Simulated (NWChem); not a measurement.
# Correlation energy of H$_{4}$ClFOSi$_{2}$

SMILES: Cl[Si@H](O[SiH3])F
```xyz
9

F      1.1389     1.0627     1.4175
Si     0.5975    -0.2924     0.7351
Cl     1.6056    -0.5161    -1.0354
O     -0.9972    -0.1550     0.4546
Si    -2.2195     0.3271    -0.5791
H      0.8756    -1.4204     1.6386
H     -2.1993     1.8105    -0.7243
H     -3.5088    -0.1112     0.0204
H     -2.0279    -0.3142    -1.9112
```
Charge 0, spin multiplicity 1.

Everything below was run with NWChem. Structure: optimised with PBE0/def2-SVP, a minimum by its harmonic frequencies. It is one conformer; others weren't searched.

Basis set: 3-21G. Each correlation energy counts from its own Hartree-Fock reference.

The correlated methods keep 17 core orbitals frozen. The structure started from a generated list of species. Coupled-cluster values serve here as a point of comparison, not as the truth.

```csv
method,correlation energy (mHa)
MP2,-381.1
SCS-MP2,[?]
CCSD,-408.8
CCSD+T(CCSD),[?]
CCSD(T),[?]
```

Q: Complete the blanks.

A: 
- SCS-MP2, correlation energy (mHa): -379.1
- CCSD+T(CCSD), correlation energy (mHa): -417.7
- CCSD(T), correlation energy (mHa): -416.6
